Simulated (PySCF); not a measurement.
PySCF job for hydronium (H₃O), SMILES [OH3+], charge +1, TDA-M06-2X/def2-TZVPD. Geometry optimised at B3LYP-D3(BJ)/def2-TZVPD.

```python
import numpy as np
from pyscf import gto, scf, dft, tdscf

mol = gto.M(
    atom='''
    O    -0.00000000   -0.00000000    0.07415163
    H     0.81731612    0.47187768   -0.19773769
    H     0.00000000   -0.94375535   -0.19773769
    H    -0.81731612    0.47187768   -0.19773769
    ''',
    basis='def2-TZVPD',
    charge=1,
    spin=0,
    symmetry=True,
    max_memory=1600,
    verbose=4,
)
mf = dft.RKS(mol, xc='m06-2x').density_fit(auxbasis='def2-universal-jkfit')
mf.grids.level = 4
mf.conv_tol = 1e-9
mf.max_cycle = 100
mf.kernel()
mf.grids = dft.Grids(mol).set(level=2).build(with_non0tab=True)  # coarser grid for the response kernel
td = tdscf.TDA(mf)
td.singlet = True
td.nstates = 10
td.conv_tol = 1e-4
td.positive_eig_threshold = 1e-6
td.kernel(x0=td.get_init_guess(mf, 15))
td.analyze()
tt = tdscf.TDA(mf)
tt.singlet = False
tt.nstates = 4
tt.conv_tol = 1e-4
tt.positive_eig_threshold = 1e-6
tt.kernel(x0=tt.get_init_guess(mf, 9))
tt.analyze(verbose=3)
```

Output:

```
PySCF version 2.14.0

[INPUT] verbose = 4
[INPUT] num. atoms = 4
[INPUT] num. electrons = 10
[INPUT] charge = 1
[INPUT] spin (= nelec alpha-beta = 2S) = 0
[INPUT] symmetry True subgroup None
[INPUT] Mole.unit = angstrom
[INPUT] Symbol           X                Y                Z      unit          X                Y                Z       unit  Magmom
[INPUT]  1 O      0.000000000000   0.000000000000   0.074151630000 AA    0.000000000000   0.000000000000   0.140126272390 Bohr   0.0
[INPUT]  2 H      0.817316120000   0.471877680000  -0.197737690000 AA    1.544503623992   0.891719579495  -0.373670078604 Bohr   0.0
[INPUT]  3 H      0.000000000000  -0.943755350000  -0.197737690000 AA    0.000000000000  -1.783439140093  -0.373670078604 Bohr   0.0
[INPUT]  4 H     -0.817316120000   0.471877680000  -0.197737690000 AA   -1.544503623992   0.891719579495  -0.373670078604 Bohr   0.0

nuclear repulsion = 13.9023968914839
point group symmetry = C3v, use subgroup Cs
symmetry origin: [ 0.00000000e+00  1.71793285e-09 -5.15379852e-09]
symmetry axis x: [ 2.26772599e-09  1.00000000e+00 -1.68327091e-09]
symmetry axis y: [0.00000000e+00 1.68327091e-09 1.00000000e+00]
symmetry axis z: [ 1.00000000e+00 -2.26772599e-09  3.81719720e-18]
num. orbitals of irrep A' = 43
num. orbitals of irrep A" = 24
number of shells = 29
number of NR pGTOs = 88
number of NR cGTOs = 67
basis = def2-TZVPD
ecp = {}


[settings echo left out]
init E= -77.0557013900837
HOMO (A') = -0.506861962393337  LUMO (A') = -0.0341846182254812  gap/eV = 12.86221
cycle= 1 E= -76.6845152041184  delta_E= 0.371  |g|= 0.28  |ddm|= 0.994
HOMO (A') = -0.810632376979569  LUMO (A') = -0.246006269777631  gap/eV = 15.36426
cycle= 2 E= -76.6977999052808  delta_E= -0.0133  |g|= 0.15  |ddm|= 0.193
HOMO (A') = -0.848160287618612  LUMO (A') = -0.246363085670971  gap/eV = 16.37574
cycle= 3 E= -76.7007400237654  delta_E= -0.00294  |g|= 0.0563  |ddm|= 0.0708
HOMO (A') = -0.832785471931707  LUMO (A') = -0.241806113716159  gap/eV = 16.08137
cycle= 4 E= -76.7012136008285  delta_E= -0.000474  |g|= 0.00511  |ddm|= 0.0227
HOMO (A') = -0.832586656564594  LUMO (A') = -0.241823619079703  gap/eV = 16.07548
cycle= 5 E= -76.7012180009085  delta_E= -4.4e-06  |g|= 0.00051  |ddm|= 0.00217
HOMO (A') = -0.832704632390552  LUMO (A') = -0.241844790036573  gap/eV = 16.07812
cycle= 6 E= -76.7012180913137  delta_E= -9.04e-08  |g|= 5.38e-05  |ddm|= 0.000597
HOMO (A') = -0.832720450339735  LUMO (A') = -0.241847485658631  gap/eV = 16.07847
cycle= 7 E= -76.7012180929006  delta_E= -1.59e-09  |g|= 4.57e-06  |ddm|= 0.000125
HOMO (A') = -0.832721327167789  LUMO (A') = -0.241847598511725  gap/eV = 16.07849
cycle= 8 E= -76.7012180929131  delta_E= -1.25e-11  |g|= 7.77e-07  |ddm|= 6.63e-06
HOMO (A') = -0.832721200084279  LUMO (A') = -0.24184754450004  gap/eV = 16.07849
Extra cycle  E= -76.7012180929129  delta_E= 2.7e-13  |g|= 3.6e-07  |ddm|= 9.74e-07
converged SCF energy = -76.7012180929129
tot grids = 27328
Overwritten attributes  positive_eig_threshold  of <class 'pyscf.tdscf.rks.TDA'>


******** <class 'pyscf.tdscf.rks.TDA'> for <class 'pyscf.df.df_jk.DFSymAdaptedRKS'> ********
nstates = 10 singlet
deg_eia_thresh = 1.000e-03
wfnsym = None
conv_tol = 0.0001
eigh lindep = 1e-12
eigh level_shift = 0
eigh max_cycle = 100


Excitation energies (eV)
[11.66932311 13.75682435 13.75712122 16.4553391  16.51744663 16.51779784
 16.80277941 16.80279063 18.18000754 18.47278461]

** Singlet excitation energies and oscillator strengths **
Excited State   1:   A'     11.66932 eV    106.25 nm  f=0.0403
       5 -> 6        -0.69477
Excited State   2:   A"     13.75682 eV     90.13 nm  f=0.0139
       5 -> 7         0.65219
       5 -> 10        0.20311
       5 -> 16        0.14621
Excited State   3:   A'     13.75712 eV     90.12 nm  f=0.0139
       5 -> 8        -0.65220
       5 -> 11        0.20309
       5 -> 17        0.14621
Excited State   4:   A'     16.45534 eV     75.35 nm  f=0.0000
       3 -> 7         0.11346
       4 -> 8         0.11345
       5 -> 9        -0.67537
Excited State   5:   A'     16.51745 eV     75.06 nm  f=0.0012
       4 -> 6         0.11411
       5 -> 8        -0.20957
       5 -> 11       -0.65192
Excited State   6:   A"     16.51780 eV     75.06 nm  f=0.0012
       3 -> 6        -0.11459
       5 -> 7         0.20960
       5 -> 10       -0.65184
Excited State   7:   A'     16.80278 eV     73.79 nm  f=0.1961
       4 -> 6        -0.68593
       5 -> 11       -0.11347
Excited State   8:   A"     16.80279 eV     73.79 nm  f=0.1960
       3 -> 6         0.68584
       5 -> 10       -0.11392
Excited State   9:   A'     18.18001 eV     68.20 nm  f=0.1331
       5 -> 12       -0.69426
Excited State  10:   A'     18.47278 eV     67.12 nm  f=0.0381
       3 -> 7        -0.11541
       4 -> 8         0.11540
       5 -> 13       -0.67087

** Transition electric dipole moments (AU) **
state          X           Y           Z        Dip. S.      Osc.
  1        -0.0000      0.0000     -0.3754      0.1409      0.0403
  2        -0.2028     -0.0000     -0.0000      0.0411      0.0139
  3         0.0000      0.2028     -0.0001      0.0411      0.0139
  4        -0.0000     -0.0006      0.0025      0.0000      0.0000
  5        -0.0000      0.0545     -0.0000      0.0030      0.0012
  6        -0.0550     -0.0000      0.0000      0.0030      0.0012
  7         0.0000     -0.6901      0.0000      0.4763      0.1961
  8         0.6900     -0.0000     -0.0000      0.4760      0.1960
  9         0.0000      0.0000     -0.5467      0.2989      0.1331
 10        -0.0000      0.2903      0.0001      0.0842      0.0381

** Transition velocity dipole moments (imaginary part, AU) **
state          X           Y           Z        Dip. S.      Osc.
  1        -0.0000      0.0000     -0.2092      0.0437      0.0680
  2        -0.0527     -0.0000     -0.0000      0.0028      0.0037
  3        -0.0000      0.0527     -0.0000      0.0028      0.0037
  4        -0.0000     -0.0003     -0.0320      0.0010      0.0011
  5        -0.0000      0.0474      0.0000      0.0023      0.0025
  6        -0.0478     -0.0000      0.0000      0.0023      0.0025
  7         0.0000     -0.3983      0.0000      0.1586      0.1713
  8         0.3982     -0.0000     -0.0000      0.1585      0.1712
  9         0.0000      0.0000     -0.2825      0.0798      0.0796
 10        -0.0000      0.1749      0.0001      0.0306      0.0301

** Transition magnetic dipole moments (imaginary part, AU) **
state          X           Y           Z
  1        -0.0000      0.0000     -0.0000
  2         0.0000      0.2242      0.0000
  3         0.2241     -0.0000     -0.0000
  4        -0.0002      0.0000      0.0000
  5        -0.1685     -0.0000      0.0000
  6         0.0000     -0.1686     -0.0000
  7         0.0280      0.0000     -0.0000
  8         0.0000      0.0280      0.0000
  9         0.0000      0.0000     -0.0000
 10         0.0940     -0.0000      0.0000


******** <class 'pyscf.tdscf.rks.TDA'> for <class 'pyscf.df.df_jk.DFSymAdaptedRKS'> ********
nstates = 4 triplet
deg_eia_thresh = 1.000e-03
wfnsym = None
conv_tol = 0.0001
eigh lindep = 1e-12
eigh level_shift = 0
eigh max_cycle = 100


Excitation energies (eV)
[10.9555666  13.26257085 13.26294497 15.73564309]

** Triplet excitation energies and oscillator strengths **
Excited State   1:   A'     10.95557 eV    113.17 nm  f=0.0000
Excited State   2:   A"     13.26257 eV     93.48 nm  f=0.0000
Excited State   3:   A'     13.26294 eV     93.48 nm  f=0.0000
Excited State   4:   A'     15.73564 eV     78.79 nm  f=0.0000
```

The run converged.
